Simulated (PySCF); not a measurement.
Correlation energy of Ru²⁷⁺ (ruthenium, charge +27)

[Ne] 3s2 3p5, 2P determinant. All numbers are calculated (PySCF 2.14, the spin-free X2C one-electron Hamiltonian (Gaussian nucleus), in an even-tempered Gaussian basis (18 s from 3.4 bohr⁻², ratio 2.5; 12 p from 4.4 bohr⁻², ratio 2.5; 5 d from 21 bohr⁻², ratio 2.7; 4 f from 32 bohr⁻², ratio 2.7)). Frozen: 1s2; 15 electrons correlated; the 21 highest virtual orbitals of each spin left out.

MP2 pair energies summed by pair of shells (mhartree):

| pair | energy | share (%) |
| --- | --- | --- |
| 2p-2p | -188.04 | 31.5 |
| 3p-3p | -129.10 | 21.6 |
| 2p-3p | -97.90 | 16.4 |
| 3s-3p | -58.12 | 9.7 |
| 2s-2p | -55.03 | 9.2 |
| 2p-3s | -23.97 | 4.0 |
| 2s-3p | -18.32 | 3.1 |
| 2s-2s | -10.49 | 1.8 |
| 3s-3s | -9.31 | 1.6 |
| 2s-3s | -6.18 | 1.0 |

Total MP2 correlation energy: -596.47 mhartree.

At this charge the one-electron X2C treatment keeps the bare 1/r₁₂, with no two-electron picture change or Breit term. The effect here is smaller than on the frozen 1s shell; and a scalar Hamiltonian misses the large spin-orbit splitting of the p shells, which matters for ns² → np² pairs.
